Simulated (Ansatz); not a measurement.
`CNB(Cl)Cl` + HI → `ClB(Cl)I` + CH₃NH₂ at 600 K and 1 bar (ligand exchange at a B–N bond).

Isolated molecules relaxed with PBE0-D4/def2-TZVP in Ansatz; ΔE leaves out vibrations. CCSD(T)/CBS is the MP2 limit (def2-TZVPP, def2-QZVPP) plus CCSD(T) − MP2 in def2-TZVPP, frozen cores. def2 core potentials past Kr. For I outer-core shells are correlated without core-valence functions, which leaves a few kJ/mol of doubt a bond. Each species was taken in one conformer, which may not be the lowest.

| species | CCSD(T)/CBS energy (Eh) | H − E (kJ/mol) | S (J/(mol·K)) |
| --- | --- | --- | --- |
| `CNB(Cl)Cl` | -1039.64309 | 216.9 | 412.4 |
| HI | -298.03592 | 31.6 | 227.0 |
| `ClB(Cl)I` | -1241.89456 | 54.5 | 368.7 |
| CH₃NH₂ | -95.75281 | 199.3 | 283.8 |

H − E and S are ideal-gas, rigid-rotor, harmonic terms from PBE0-D4/def2-TZVP, for one conformer and one mirror image of each species. 1 Eh = 2625.50 kJ/mol, R = 8.31446 J/(mol·K).

Q: By hand: ΔE, ΔH, ΔS and ΔG.

A: ΔE = (-1241.89456) + (-95.75281) − (-1039.64309) − (-298.03592) = 0.03164 Eh = 83.1 kJ/mol. Δ(H − E) = 54.5 + 199.3 − 216.9 − 31.6 = 5.3, so ΔH = 88.4 kJ/mol. ΔS = 368.7 + 283.8 − 412.4 − 227.0 = 13.1 J/(mol·K). ΔG = 88.4 − 600 × (13.1)/1000 = 80.5 kJ/mol.

Q: By hand: the equilibrium constant, and the temperature at which ΔG would vanish if ΔH and ΔS stayed fixed.

A: log₁₀ K = −ΔG/(RT ln 10) = -7.0. ΔG = 0 at ΔH/ΔS = 6748 K, far beyond where these terms or the molecules hold.

The number of gas molecules stays the same, so ΔS is small and ΔH decides. A doubt of 5 kJ/mol in ΔE shifts log₁₀ K by 0.4 here. Other conformers and mirror images would add mixing entropy, several J/(mol·K) or more a flexible species. These are equilibria of isolated gas molecules and say nothing of rates. Largest T1 diagnostic: 0.011 (customary marks: 0.02 for closed shells, 0.045 for open ones).
